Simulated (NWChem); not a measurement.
# CAlClFNO; SMILES [Al]([F])([N]=C=O)[Cl]

```xyz
6

Al     0.4069     0.5461     0.0010
Cl    -1.0902     1.9785    -0.0006
F      1.9827     1.0365    -0.0013
N      0.0394    -1.1657     0.0031
C     -0.2097    -2.3421     0.0006
O     -0.4522    -3.4813    -0.0021
```
Atoms are numbered in this order, from 1.

All runs: NWChem. Pople sets run with spherical d functions. All runs use the structure optimised with PBE0/def2-SVP.

Question: Predict the results for TPSS/6-31G*. Quantities: highest occupied level (eV); orbital gap (eV); dipole (D).

Answer: 
* **highest occupied level (eV)**: -7.59
* **orbital gap (eV)**: 5.88
* **dipole (D)**: 0.22
